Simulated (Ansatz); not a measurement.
Gas-phase electronic energies from Ansatz, PBE0-D4/def2-TZVP geometries. CBS: MP2 limit from def2 TZ/QZ plus the TZ coupled-cluster correction, frozen cores. DFT in def2-TZVPP.

Consider the isomerisation: `C[SiH]1CN1` → `C/C=N\[SiH3]`.

CCSD(T)/CBS gives -6.0 kcal/mol.

Question: Another level gave -3.5 kcal/mol. Which?
A. r2SCAN-D4/def2-TZVPP
B. PBE-QIDH/def2-TZVPP
C. LC-ωPBE/def2-TZVPP
D. LDA (SPW92)/def2-TZVPP

Answer: B. PBE-QIDH -3.5, r2SCAN-D4 -4.6, LC-ωPBE -1.6, LDA (SPW92) -0.5 kcal/mol.

Largest T1 diagnostic among the species: 0.013.

From BLYP to BHLYP (50 % exact exchange), in def2-TZVPP and without D4, ΔE moves by +0.8 kcal/mol. In def2-TZVPP, CCSD(T) changes the Hartree–Fock value by +8.4 kcal/mol (the triples alone add +0.4 kcal/mol) and MP2 by +10.9 kcal/mol.
